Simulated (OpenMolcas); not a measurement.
Te⁵⁺: effect of the level shift or regulariser

```yaml
Program: OpenMolcas
Basis: ANO-RCC-VTZP [7s6p4d2f1g]
Scalar_Hamiltonian: DKH2, point nucleus
Active_space: 1 electron in 4 orbitals (5s 5p)
State_averaging: 2S+1 = 2 even, 1 root; 2S+1 = 2 odd, 3 roots
Spin-orbit_coupling: RASSI with atomic mean-field integrals over the reference wave functions, term energies averaged over their components
```

Methods on the same reference wave functions:
A. CASSCF
B. SS-CASPT2, IPEA 0.25 Eh, imaginary shift 0.1 Eh (closed shells correlated: 4d)
C. SS-CASPT2, IPEA 0.25 Eh, real shift 0.2 Eh (closed shells correlated: 4d)

Energies in eV above 5s ²S_1/2, the measured ground level; measured values from the list in Rauch et al., Astron. Astrophys. 606, A105 (2017).

| Level | A | B | C | Measured |
| --- | --- | --- | --- | --- |
| 5s ²S_1/2 | 0.0000 | 0.0000 | 0.0000 | 0.0000 |
| 5p ²P°_1/2 | 11.3598 | 11.673 | 11.673 | 11.5720 |
| 5p ²P°_3/2 | 12.6991 | 13.012 | 13.012 | 13.0370 |

Deviations, from unrounded energies. A percentage is the sum of absolute deviations over the sum of measured energies, with the sign that they share, or ± where signs differ.

```json
{"Against measurement": "mean absolute deviation (cm-1)", "Levels": "2", "A": "2200", "B": "510", "C": "510"}
{"Against measurement": "other configurations (%)", "Levels": "2", "A": "-2.2", "B": "±0.5", "C": "±0.5"}
```

B, C lie about equally close to measurement and A furthest from it. The largest miss of B in the table is 5p ²P°_1/2, by +810 cm-1. The ranking rests on the paired levels alone, and a cruder setting can come out closer through cancelling errors.

Between B and C no level of the table moves by more than 5 cm-1.

The two smallest mean deviations differ by little beside CASPT2's spread within terms, so their order carries little weight.

The lowest spin-free term lies below A's lowest term by 0.373 hartree in B, 0.372 hartree in C.

With one active electron the reference holds no correlation, so core polarisation is missing (holds for A). With one active electron, CASPT2 adds the correlation within the correlated inactive shells and between them and that electron, and leaves the splitting within a term as the reference gives it (holds for B; C). Measured partners are found by configuration, term and J. A level has none where our copy of the source lacks it or the pairing is in doubt (some pairs that miss far off the trend of their configuration count as doubtful), and it then counts in no deviation. Levels of configurations outside the active space are missing.

° marks odd parity.
